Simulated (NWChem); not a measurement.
System: SeCl2; SMILES Cl[Se]Cl

```xyz
3

Se     0.0000     0.0000     0.6841
Cl    -1.6848     0.0000    -0.6841
Cl     1.6848     0.0000    -0.6841
```
Atoms are numbered in this order, from 1.

Coordinates come from a PBE0/def2-SVP optimisation.

Symmetry labels are those of C2v in the frame above (b1 and b2, or b-type labels, depend on it).

### Question
List the 4 lowest vertical singlet excitations from B3LYP/def2-SVPD, TDA (NWChem).

### Answer
| state | energy (eV) | oscillator strength | symmetry | leading excitation (squared amplitude) |
|---|---|---|---|---|
| S1 | 2.59 | 0.000 | b2 | HOMO → LUMO (1.00) |
| S2 | 2.82 | 0.000 | a2 | HOMO → LUMO+1 (1.00) |
| S3 | 5.10 | 0.009 | b1 | HOMO−1 → LUMO (0.80) |
| S4 | 5.13 | 0.000 | a2 | HOMO−2 → LUMO (0.99) |
